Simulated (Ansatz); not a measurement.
System: C₅H₁₀Cl (charge 0, doublet). It need not be the lowest isomer of its formula. 
Structure (B3LYP-D3(BJ)/def2-TZVP (Ansatz, an electronic-structure program) minimum search):
SMILES: CCCC[CH]Cl
```xyz
16

C     -3.3095    -0.6200    -0.0957
C     -1.9682    -0.9846     0.5339
C     -0.7797    -0.3984    -0.2227
C      0.5731    -0.7660     0.4180
C      1.7503    -0.2039    -0.2829
Cl     2.0790     1.4797    -0.1610
H     -3.3741    -0.9866    -1.1229
H     -3.4485     0.4633    -0.1227
H     -4.1426    -1.0490     0.4639
H     -1.8675    -2.0740     0.5782
H     -1.9417    -0.6340     1.5707
H     -0.8667     0.6909    -0.2610
H     -0.7924    -0.7480    -1.2597
H      0.6774    -1.8555     0.4340
H      0.5703    -0.4296     1.4602
H      2.2466    -0.6941    -1.1071
```
Charge 0, spin multiplicity 2.

Basis-set convergence of Hartree-Fock and MP2 correlation energies (hartree) with Ansatz. Valence correlation only, unless marked. UHF or UKS for open shells. Spin-orbit coupling is left out. No relativistic terms.

```json
[
 {"basis": "cc-pV(D+d)Z", "functions": "143", "E(HF)": "-654.64538", "E(corr, MP2)": "-0.82949"},
 {"basis": "cc-pV(T+d)Z", "functions": "329", "E(HF)": "[?]", "E(corr, MP2)": "[?]"}
]
```

### Question
What belongs in the gaps?

### Answer

- cc-pV(T+d)Z, E(HF): -654.71430
- cc-pV(T+d)Z, E(corr, MP2): -1.03388
